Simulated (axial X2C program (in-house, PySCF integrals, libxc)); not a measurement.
## ZrP: bond constants with and without spin–orbit coupling

Calculated with an axial X2C code built on PySCF integrals. Spin-free means the one-electron spin-free X2C Hamiltonian; two-component (2c) means X2C with spin–orbit coupling and atomic mean-field two-electron Coulomb and Gaunt terms, so the difference of the two also holds small scalar two-electron terms. Basis: Zr dyall-cv3z [11s12p9d6f3g], P dyall-v3z [8s7p2d1f] (cores contracted in-house); Gaussian nuclei, density fitting, unrestricted open shells. Masses: Zr 89.905 u, P 30.974 u.

State, spin-free: M_S = 1/2, Λ = 0 (beyond evenly filled blocks: σα); electrons by block: σα: 14, σβ: 13, π+α: 6, π+β: 6, π-α: 6, π-β: 6, δ+α: 1, δ+β: 1, δ-α: 1, δ-β: 1. Fragments: Zr + P.

State, 2c: Ω = 1/2 (⟨Sz⟩ = 0.50, ⟨Lz⟩ = 0.00 at PW91); electrons by block: 1/2: 20, -1/2: 19, 3/2: 7, -3/2: 7, 5/2: 1, -5/2: 1. Fragments: Zr + P.

| Hamiltonian | level | Re (Å) | ωe (cm⁻¹) | ωexe (cm⁻¹) | Be (cm⁻¹) | αe (cm⁻¹) | De (eV) | μ (D) |
| --- | --- | --- | --- | --- | --- | --- | --- | --- |
| spin-free | PW91 | 2.197 | 523.9 | 1.3 | 0.1516 | 0.000495 | 4.63 | -4.75 |
| 2c | PW91 | 2.197 | 523.6 | 1.31 | 0.1516 | 0.000496 | n/a | -4.74 |

Dipoles are positive if P is the positive end.

Occupations by symmetry block were frozen at the best pattern of an incomplete PBE0 search. De is counted from the lowest determinant-based energies of the atoms at the same level, without counterpoise correction. De is not given where an atomic determinant may have missed its ground term or J level, or where the truncated virtual space spoils (T). Density functionals use the spin component along the axis (collinear). Without a current term, density functionals place determinants with orbital angular momentum somewhat too high. The determinant is spin-polarised beyond a pure state at some levels (its spin-free form has ⟨S²⟩ too high), which makes Re and μ there less reliable.

No reliable constants came from CCSD (2c), CCSD (spin-free), CCSD(T) (2c), CCSD(T) (spin-free), HF (2c), HF (spin-free), MP2 (2c), MP2 (spin-free), PBE0 (2c), PBE0 (spin-free): no minimum in range, unconverged points, a curve that is not smooth, a change of character along it, or the two Hamiltonians disagreeing along it.

Rough cost a point (2c) on 1 thread(s) of a shared host, integrals apart: PW91 1 s.

The whole task took 4 min on 1 thread of Arm Neoverse V1 (shared host).
